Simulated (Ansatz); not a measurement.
Two structures of Si2NH9O, closed shell, reached by relaxing down either side of one saddle point (PBE0-D4/def2-TZVP). Energies are electronic, without zero-point energy. Ansatz 0.2.0; basis: def2-TZVPP and def2-QZVPP; cores frozen in the correlated methods. Extrapolation: Hartree–Fock as exp(−7.88 √X), correlation as X^−2.97. First:

```xyz
13
angstrom
Si -1.0696 0.3261 0.6443
Si 0.1599 -1.6724 0.6028
H -2.2059 0.2878 -0.3167
H -1.6581 0.5142 2.0054
N -0.0662 1.6671 0.1364
H 1.0480 -0.0644 -2.5846
O 1.4534 0.1063 -1.7323
H 1.5726 -1.4248 0.9903
H -0.4474 -2.5742 1.6253
H 0.0865 -2.3550 -0.7114
H -0.5404 2.5413 -0.0437
H 0.7561 1.8499 0.6962
H 0.9110 0.7980 -1.3122
```

Second:

Si1  (-0.312, 1.148, -0.265)
Si2  (0.298, -2.759, 0.341)
H3  (-1.544, 0.476, -0.733)
H4  (0.370, 0.396, 0.823)
N5  (-0.678, 2.661, 0.429)
H6  (0.540, -2.041, -0.935)
O7  (0.620, 1.175, -1.625)
H8  (1.384, -2.445, 1.304)
H9  (-1.006, -2.339, 0.913)
H10  (0.277, -4.223, 0.090)
H11  (-1.248, 3.359, -0.017)
H12  (-0.187, 3.018, 1.230)
H13  (1.487, 1.576, -1.556)
(Å)

Problem. Which bonds change from the first to the second?

Solution. Si₂NH₇ ([NH2][SiH2][SiH3]) + H₂O → SiNH₅O ([NH2][SiH2][OH]) + SiH₄; bonds formed: Si1–O7, Si2–H6; bonds broken: Si1–Si2, H6–O7.

Problem. Give the saddle point's structure and its height above each. (An estimate is asked for; the value comes from the calculation.)

Solution. Computed: 1.789 eV above the first and 2.765 eV above the second (CCSD(T) at an estimated basis limit (MP2 extrapolated from triple and quadruple zeta, plus CCSD(T) − MP2 in triple zeta)).
```csv
atom,x (Å),y (Å),z (Å)
Si1,-0.5233,0.5860,0.1143
Si2,0.3030,-2.0575,0.2813
H3,-1.8573,0.2097,-0.3982
H4,-0.3593,0.2524,1.5580
N5,-0.1767,2.2751,0.2093
H6,0.5939,-0.5845,-1.0948
O7,0.4467,0.4341,-1.4760
H8,1.3494,-2.1051,1.3506
H9,-0.9957,-2.3565,0.9629
H10,0.5744,-3.2372,-0.6068
H11,-0.3227,2.9098,-0.5596
H12,-0.3060,2.7365,1.0944
H13,1.2736,0.9373,-1.4354
```

No T1 diagnostic of these runs exceeds 0.013.

Labels in which every atom is bracketed show which atoms are joined, not bond orders.

For scale, one of the runs: CCSD(T)/def2-TZVPP, 272 basis functions, launched by `ansatz run in.yaml --threads 8 --pin off --events-out ev --progress --plain --max-ram 19148MiB`. Time: 91 s of wall clock on 8 CPU threads of an Arm Neoverse V2; the host was shared. Peak host memory: 6.9 GiB.
